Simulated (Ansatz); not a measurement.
The first iterations of a band of Cl2FGe2H3 + ClH (10 atoms, charge 0, multiplicity 1).

Theory: Ansatz, RHF/def2-SVP.

```yaml
movable_images: 5
climbing_image: yes
spring: 5.0 eV/Å²
optimiser: quadratic models (default)
start_path: through a guess of the saddle point
force_threshold: 0.05 eV/Å
iteration_limit: 60
end_points: relaxed
```

Image 0:

```xyz
10
Properties=species:S:1:pos:R:3
Ge -0.214 -0.148 0.204
Ge -0.151 -0.406 2.643
H -0.920 -1.694 2.944
H 1.306 -0.519 3.076
H -0.845 0.806 3.260
Cl 1.501 -0.924 -0.824
Cl -0.525 1.872 -0.496
F -1.549 -1.010 -0.449
Cl 2.267 2.645 1.991
H 1.558 3.094 1.033
```

Image 6:

```xyz
10
Properties=species:S:1:pos:R:3
Ge 0.890 0.552 -0.910
Ge -0.405 0.156 3.613
H -1.584 -0.519 2.904
H 0.689 -0.875 3.906
H -0.892 0.772 4.932
Cl 1.408 -0.359 -2.744
Cl -0.990 1.507 -1.032
F 0.763 -0.678 0.259
Cl 2.390 1.893 -0.268
H 0.160 1.269 2.723
```

| iteration | highest image above the first end (eV) | largest band force component (eV/Å) |
| --- | --- | --- |
| 1 | 25.398 | 148.471 |
| 2 | 10.936 | 69.494 |
| 3 | 4.626 | 34.297 |
| 4 | 1.934 | 13.987 |
| 5 | 1.746 | 5.307 |
| 6 | 1.678 | 1.745 |
| 7 | 1.432 | 0.645 |
| 8 | 1.331 | 4.013 |
| 9 | 1.323 | 0.887 |
| 10 | 1.420 | 0.919 |

Question: Does the band converge within its limit, and where does its top end?

Answer: The run converged. It ended after 30 iterations with the highest image 3.062 eV above the first end. A structure lower than the last end lies on the path between it and the top, so the climb from that side starts below the end, which may itself be a saddle point or a shallow side well. Neighbouring images differ by up to 3.0 eV, so the band resolves the path poorly. A vibrational analysis at the climbing image gives one clearly imaginary mode, 1437i cm⁻¹: a first-order saddle point. The orbitals stay closed-shell, which can raise the energy where a bond breaks towards radicals; this wasn't checked here.

Run time: 7.5 min on 4 threads of Arm Neoverse V1, with other jobs on the host, peak memory 0.59 GiB.
